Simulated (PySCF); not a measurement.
Task: Write Cartesian coordinates for `C1=C[PH](C=C1)=[Te]` as optimised with PBE0-D3(BJ)/def2-SVP.

Result: 
```
atom  x, y, z in Å
Te1    3.3072   -0.4307   -0.7088
P2     1.3210   -0.4642    0.5297
C3     0.3535    1.0599    0.6773
C4    -0.8893    0.8351    0.2081
C5    -1.1405   -0.5389   -0.2526
C6    -0.0930   -1.3781   -0.1361
H7     1.4299   -0.9265    1.8743
H8     0.7544    2.0059    1.0414
H9    -1.6620    1.6065    0.1502
H10   -2.1060   -0.8323   -0.6731
H11   -0.0528   -2.4228   -0.4442
```

Any rigid rotation of these coordinates is as good. Atoms count from 1 in this order. The 5-membered ring P2–C3–C4–C5–C6 has internal angles of 92.2° to 115.0°; it is almost planar, 0.01 Å rms from its mean plane, widest ring torsion 2°. The C–C distances run from 1.347 Å (C5=C6, drawn double) to 1.471 Å (C4–C5, drawn single), a spread of 0.124 Å. P2 (phosphorus bonded to 2 C, Te and H) has angles from 92.2° to 119.0°.

Bonds between heavy atoms (Å): Te1=P2 2.341, P2–C3 1.811, C3=C4 1.347, C4–C5 1.471, C5=C6 1.347, P2–C6 1.810.

Theory: PySCF 2.14.0, PBE0-D3(BJ)/def2-SVP geometry optimisation, gas phase, def2 core potentials past Kr.

Point group: Cs (tolerance 0.08 Å). No PBE0-D3(BJ)/def2-SVP frequencies stand behind this structure, so it isn't proved a minimum.

On one thread, Arm Neoverse N1 (aarch64), no GPU, on a shared host, this took 2.1 min and 0.54 GiB of memory at its peak. This is the geometry optimisation.
